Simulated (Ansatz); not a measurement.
Basis-set extrapolation for CH₇BOSSi, SMILES `BS[SiH2]OC` (PBE0-D4/def2-TZVP geometry, frozen core, Ansatz 0.2.0). Multiplicity 1, RHF reference.

```json
{"": "HF", "def2-TZVPP": "-828.111668", "def2-QZVPP": "-828.138969"}
{"": "MP2 correlation", "def2-TZVPP": "-0.811518", "def2-QZVPP": "-0.873584"}
{"": "CCSD(T) correlation", "def2-TZVPP": "-0.902936", "def2-QZVPP": "not run"}
```

Energies in hartree. Use E(X) = E(∞) + A·exp(−7.88·√X) for Hartree–Fock and E(X) = E(∞) + B·X^(−2.97) for correlation, with X = 3 and 4, and add CCSD(T) minus MP2 of the smaller set to the MP2 limit.

What is the CCSD(T) energy at the basis-set limit?

HF limit: -828.138969 + (-0.027301) × 0.13774 = -828.14273. MP2 limit: -0.873584 + (-0.062066) × 0.74074 = -0.91956. Higher-order term: -0.902936 − (-0.811518) = -0.09142. Total: -829.15371 hartree, 365.2 kJ/mol below CCSD(T)/def2-TZVPP.
